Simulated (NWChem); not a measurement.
System: CH7ClSi2; SMILES C[SiH2][SiH2]Cl

```xyz
11

Si     0.8928     0.6495     0.3195
Cl    -0.7960     1.7969    -0.1205
Si     0.3969    -1.5430    -0.3507
C     -1.2409    -2.0750     0.4089
H      1.1413     0.7568     1.7890
H      2.0570     1.2456    -0.4004
H      1.5154    -2.4488     0.0659
H      0.3226    -1.5556    -1.8455
H     -1.1638    -2.1368     1.5050
H     -1.5493    -3.0603     0.0280
H     -2.0243    -1.3432     0.1601
```
Atoms are numbered in this order, from 1.

Program: NWChem. Pople sets run with spherical d functions. Structure relaxed at the PBE0/def2-SVP level. Level: M05-2X/6-31G* with SMD (1 M gas to 1 M solution), gas-phase geometry. Reactions with the solvent are ignored.

```tsv
solvent	dielectric constant	solvation free energy (kcal/mol)	cavity-dispersion-structure term (kcal/mol)	dipole in solution (D)
water	78.4	1.6	3.9	2.55
ethanol	24.9	-2.9	-0.7	2.53
acetone	20.5	-2.9	-0.7	2.52
1-octanol	9.86	-2.5	-0.4	2.49
diethyl ether	4.24	-3.0	-1.3	2.41
```
